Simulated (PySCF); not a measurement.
Au²⁺: excitation energy

Au²⁺ [Xe] 4f14 5d9 (2D) → Au²⁺ [Xe] 4f14 5d8 6s1 (4F), as a difference of total energies. All numbers are calculated (PySCF 2.14, a scalar-relativistic core potential, in aug-cc-pwCVDZ-PP with ECP60MDF (6s6p5d3f, 70 functions)). Correlated levels: valence and next inner shell: nothing frozen outside the core potential. The calculations carry no spin-orbit coupling.

| method | excitation energy (cm⁻¹) |
| --- | --- |
| UHF | 29626 |
| MP2 (valence and next inner shell) | 30358 |
| SCS-MP2 (valence and next inner shell) | 31413 |
| CCSD (valence and next inner shell) | 30143 |
| CCSD(T) (valence and next inner shell) | 30361 |
